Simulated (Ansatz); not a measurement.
Ansatz results at the PBE0-D4/def2-TZVP geometry: LUMO energy (ωB97M-V/def2-TZVPP) 2.14 eV; HOMO energy (PBE/def2-TZVPP) -6.98 eV; HOMO–LUMO gap (B3LYP/def2-TZVPP) 8.50 eV.

Each molecule was computed in one conformer, which needn't be the lowest.

(1) Which molecule gave them?
A. `FCN[SiH2]F`
B. `N[SiH](F)CF`
C. `[BH2][AlH][N](C)[SiH3]`
D. `C[SiH](F)N[SiH3]`

## Answers

(1) A. The others give `N[SiH](F)CF`: 1.96, -6.64, 7.94; `C[SiH](F)N[SiH3]`: 1.78, -6.56, 7.68; `[BH2][AlH][N](C)[SiH3]`: -0.48, -5.93, 4.32.

B3LYP here is the variant with VWN-RPA as its local correlation; programs differ in this.
